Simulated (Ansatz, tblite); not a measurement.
Cost and result up the ladder for `c1coc(-c2ccc(-c3ccc(-c4ccco4)o3)o2)c1` (30 atoms). Total charge 0; singlet. Geometry: r2SCAN-D4/def2-SVP.

```tsv
atom	x (Å)	y (Å)	z (Å)
C1	-5.4342	2.2308	-1.8268
C2	-5.7965	0.9952	-2.2925
O3	-4.7999	0.0973	-2.0790
C4	-3.7798	0.7619	-1.4670
C5	-2.6131	-0.0009	-1.1455
C6	-2.2737	-1.3274	-1.3270
C7	-0.9674	-1.4831	-0.7932
C8	-0.5905	-0.2408	-0.3185
C9	0.5906	0.2427	0.3199
C10	0.9678	1.4845	0.7956
C11	2.2741	1.3281	1.3293
C12	2.6134	0.0017	1.1463
C13	3.7799	-0.7619	1.4667
C14	4.1203	-2.0866	1.2852
C15	5.4336	-2.2321	1.8242
C16	5.7966	-0.9972	2.2914
O17	4.8004	-0.0985	2.0793
O18	1.5912	-0.6604	0.5328
O19	-1.5912	0.6620	-0.5324
C20	-4.1210	2.0867	-1.2873
H21	-6.0362	3.1373	-1.8654
H22	-6.6866	0.6046	-2.7795
H23	-2.9026	-2.0843	-1.7912
H24	-0.3631	-2.3869	-0.7534
H25	0.3637	2.3885	0.7569
H26	2.9031	2.0844	1.7943
H27	3.4958	-2.8475	0.8217
H28	6.0351	-3.1390	1.8613
H29	6.6871	-0.6078	2.7786
H30	-3.4970	2.8486	-0.8247
```

Ansatz on 2 threads of AMD EPYC 7R13 on a shared host and a share (18 GiB) of an NVIDIA H100 80GB HBM3; xTB runs through tblite on one thread. Times are rough, summed over both states, and most runs start from the orbitals of an earlier one. PBE0-D4/def2-TZVP serves as the yardstick here, not as an exact answer. The other state is a triplet.

The xTB rows come from tblite. Single mean-field runs in def2-TZVP are fitted with def2-universal-jkfit.

xTB has no spin-polarisation term.

| level | functions | vertical triplet (eV) | difference from PBE0-D4/def2-TZVP (eV) |
| --- | --- | --- | --- |
| GFN2-xTB | 90 | 2.32 | 0.20 |
| GFN1-xTB | 100 | 2.26 | 0.14 |
| PBE0-D4/def2-TZVP | 680 | 2.12 | 0.00 |
| PBE-D4/def2-TZVP (with forces) | 680 | 1.97 | -0.15 |

**Question.** Estimate how long each takes.

**Answer.** GFN2-xTB 0.077 s; GFN1-xTB 0.086 s; PBE0-D4/def2-TZVP 20 s; PBE-D4/def2-TZVP (with forces) 22 s. On shared hardware such times vary by a factor of up to 3.
